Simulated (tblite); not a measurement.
Compound: C₆H₁₁FSSi.
Structure used (GFN2-xTB), in Å, numbered top down from 1:
```xyz
20
C6H11FSSi angstrom
C      2.9051   -0.3291   -1.3795
S      2.5412    1.0474   -0.2505
C      0.8430    0.8296    0.2110
C      0.0675   -0.1328   -0.2931
C     -1.3425   -0.3264    0.0647
C     -2.3170   -0.7582   -1.0030
C     -1.9173   -1.7197    0.0664
Si     0.3020    2.1467    1.4510
F     -0.3184    1.4029    2.7435
H      2.7274   -1.2751   -0.8764
H      2.3066   -0.2430   -2.2820
H      3.9580   -0.2315   -1.6245
H      0.4483   -0.8468   -1.0123
H     -1.7173    0.3544    0.8173
H     -3.3109   -0.3389   -0.9781
H     -1.9365   -0.9171   -2.0010
H     -2.6333   -1.9688    0.8338
H     -1.2635   -2.5368   -0.1998
H     -0.7898    2.9632    0.9365
H      1.4420    2.8907    1.9535
```

All values are computed: GFN2-xTB (tblite) harmonic vibrations without scaling, gas phase. Errors from tens to a few hundred cm⁻¹ against measured bands are possible. Modes of hydrogen on silicon can be 10 to 20 % off. One conformer, not necessarily the lowest.

Harmonic wavenumbers (cm⁻¹): 33.9, 48.4, 58.6, 107.6, 119.0, 148.1, 178.4, 219.7, 257.1, 332.0, 351.8, 381.4, 420.7, 515.2, 571.0, 628.7, 717.6, 724.7, 764.7, 797.8, 800.1, 828.4, 862.7, 865.1, 918.5, 929.6, 942.9, 955.2, 1018.0, 1062.7, 1067.0, 1093.3, 1154.1, 1183.0, 1252.4, 1281.4, 1307.9, 1378.9, 1438.0, 1452.4, 1455.7, 1483.8, 1631.4, 2308.1, 2371.1, 3022.5, 3029.4, 3047.8, 3057.1, 3066.0, 3086.7, 3088.4, 3095.2, 3112.2.

A = 1188, B = 866.4, C = 545.7 MHz; mass 162.033 u (most abundant isotopes); point group C1, symmetry number 1.

Problem. Zero-point energy?

Solution. Half the sum of the wavenumbers: 33012 cm⁻¹ = 94.39 kcal/mol.

Problem. Give the ideal-gas entropy at 273.15 K and 1 bar in the rigid-rotor, harmonic-oscillator model (classical rotation).

Solution. Translation 40.75, rotation 30.47, vibration 35.66: S = 106.9 cal/(mol K).

Problem. And Cp and H(273.15 K) − H(0)?

Solution. Cp = 41.46 cal/(mol K), of which vibrations give 33.52 (their classical limit is 54 R = 107.3); H(273.15 K) − H(0) = 7.04 kcal/mol without the zero-point energy, 4.87 from vibrations.

Problem. Which modes carry the vibrational entropy at 273.15 K?

Solution. 33.9 cm⁻¹: 5.41; 48.4 cm⁻¹: 4.71; 58.6 cm⁻¹: 4.33; 107.6 cm⁻¹: 3.14; 119.0 cm⁻¹: 2.95; 148.1 cm⁻¹: 2.53 cal/(mol K); the other 48 give 12.58 together.

Problem. Blend soft modes into free rotors: weight 1/[1 + (100 cm⁻¹/ν̃)⁴] for the oscillator and the rest for a rotor with moment μB/(μ + B), μ = h/(8π²ν), B = 10⁻⁴⁴ kg m². What vibrational entropy results?

Solution. 31.72 cal/(mol K) in place of 35.66, which changes −T·S at 273.15 K by +1.08 kcal/mol.

Problem. How do the functions run with temperature in this model?

Solution. 
```tsv
T (K)	S (cal/(mol K))	Cp (cal/(mol K))	H − H(0) (kcal/mol)	G − H(0) (kcal/mol)	ln q(vib)
100	76.5	22.4	1.54	-6.11	2.94
200	95.3	33.1	4.31	-14.75	6.53
300	110.9	44.5	8.19	-25.08	9.85
500	138.5	63.8	19.15	-50.08	16.15
800	172.6	81.3	41.17	-96.94	24.84
1000	191.6	88.8	58.23	-133.41	30.11
```

q(vib) and H(0) count from the zero-point level.

Problem. What must be added to the electronic energy to get the Gibbs energy at 273.15 K and 1 bar?

Solution. ZPE + [H(273.15 K) − H(0)] − T·S = 94.39 + 7.04 − 29.19 = 72.24 kcal/mol.

Hindered rotation and anharmonicity are outside this model. Other conformers, if any are populated, would add a mixing term that is left out. The structure is chiral; the term R ln 2 for an equal mix with its mirror image is left out.

Hardware: Arm Neoverse N1, one thread, shared host with 64 logical CPUs at a one-minute load of 53. Cost: 1.6 s. The figure is for the frequency step alone.
